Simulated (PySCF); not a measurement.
**Field gradients at the hydrogen positions**

Species: C7H12OSi.
Atom-mapped SMILES: `[CH2:1]=[C:2]1[CH2:3][C@@H:4]1[C@H:5]1[CH2:6][CH2:7][O:8][SiH2:9]1` (hydrogens: H10, H11 on C1; H12, H13 on C3; H14 on C4; H15 on C5; H16, H17 on C6; H18, H19 on C7; H20, H21 on Si9)

Cartesian coordinates in Å at the GFN2-xTB level; atoms count from 1:
```
atom  x, y, z in Å
C1     2.2970    0.5250   -1.4210
C2     1.8794   -0.2060   -0.4201
C3     1.8339   -1.5153    0.2369
C4     1.1045   -0.3163    0.8178
C5    -0.4028   -0.2439    0.7908
C6    -0.9022    1.2064    0.7499
C7    -2.3415    1.1729    0.2399
O8    -2.4544    0.2004   -0.7737
Si9   -1.3288   -0.9818   -0.7136
H10    2.9164    0.1171   -2.2045
H11    2.0427    1.5698   -1.5061
H12    1.2403   -2.2951   -0.2191
H13    2.7182   -1.8793    0.7414
H14    1.5446    0.1237    1.7101
H15   -0.7813   -0.7164    1.7059
H16   -0.2886    1.7654    0.0409
H17   -0.8468    1.7003    1.7212
H18   -3.0323    0.9115    1.0501
H19   -2.6494    2.1332   -0.1829
H20   -0.6060   -0.9915   -1.9780
H21   -1.9518   -2.2633   -0.3863
```

Level: PBE0/pcSseg-1 (PySCF, non-relativistic); Q(2H) = 0.00286 b; rigid geometry, the same for H and D, with no vibrational averaging.

Task: Rank these positions by the coupling χzz of a deuteron there, largest first.
A. H16 (methylene hydrogen)
B. H11 (vinylic hydrogen)
C. H20 (Si–H hydrogen)
D. H19 (methylene hydrogen)
E. H14 (methine hydrogen)
F. H18 (methylene hydrogen)

Result: B (225 kHz), E (211 kHz), A (204 kHz), D (199 kHz), F (195 kHz), C (111 kHz).

Task: Tabulate Vzz, the asymmetry η and χzz = 234.96 MHz × Q × Vzz for every hydrogen position.

Result: 
| atom | bonded to | bond length (Å) | Vzz (au) | η | χzz (kHz) |
| --- | --- | --- | --- | --- | --- |
| H10 | C1 | 1.079 | 0.3342 | 0.05 | 225 |
| H11 | C1 | 1.079 | 0.3347 | 0.05 | 225 |
| H12 | C3 | 1.081 | 0.3315 | 0.09 | 223 |
| H13 | C3 | 1.081 | 0.3301 | 0.07 | 222 |
| H14 | C4 | 1.088 | 0.3142 | 0.08 | 211 |
| H15 | C5 | 1.097 | 0.2991 | 0.04 | 201 |
| H16 | C6 | 1.092 | 0.3030 | 0.01 | 204 |
| H17 | C6 | 1.091 | 0.3082 | 0.01 | 207 |
| H18 | C7 | 1.096 | 0.2898 | 0.05 | 195 |
| H19 | C7 | 1.093 | 0.2958 | 0.05 | 199 |
| H20 | Si9 | 1.456 | 0.1649 | 0.03 | 111 |
| H21 | Si9 | 1.462 | 0.1612 | 0.02 | 108 |

Task: Average by the element that carries the hydrogen.

Result: on C: 211 kHz over 10 positions, mean bond length 1.088 Å; on Si: 110 kHz over 2 positions, mean bond length 1.459 Å.

Task: How does χzz go with the bond length over the 10 C–H bonds?

Result: A straight-line fit has a slope of -15.7 kHz for each 0.01 Å, with a correlation coefficient of -0.98, over lengths from 1.079 to 1.097 Å. The longer bonds have the smaller couplings here.

Task: A static deuteron (I = 1) shows a doublet split by (3/2)χ, (3/4)χ(1 + η) and (3/4)χ(1 − η) with the field along z, y and x of the gradient. What are these for H17?

Result: With |χ| = 207.1 kHz and η = 0.012: 311, 157 and 153 kHz, to first order and without motion.

The structure is a single GFN2-xTB conformer in the gas phase; no vibrational or solvent corrections. GFN2-xTB bond lengths can be off by several hundredths of an ångström, more for odd bonds, and the gradients follow them. These gradients aren't converged with respect to the basis.
